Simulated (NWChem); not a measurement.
Molecule: C₃H₂BFO; SMILES B(F)(C#C)C=O

```xyz
8

C      1.0398    -2.2190     0.0000
C      0.3140    -1.2453     0.0000
B     -0.5520    -0.0044     0.0000
F     -1.8794    -0.0992     0.0000
C      0.0665     1.4792     0.0000
O      1.2660     1.6958     0.0000
H      1.6775    -3.0758     0.0000
H     -0.6521     2.3353     0.0000
```
Atoms are numbered in this order, from 1.

All runs: NWChem. Structure relaxed at the B3LYP/6-31G* (spherical d) level.

**Question.** What does the run give for PW6B95/def2-SVP? Quantities: highest occupied level (eV); orbital gap (eV); dipole (D).

**Answer.** 
```
Property                     Result
---------------------------  ------
highest occupied level (eV)   -7.47
orbital gap (eV)               4.58
dipole (D)                     1.54
```
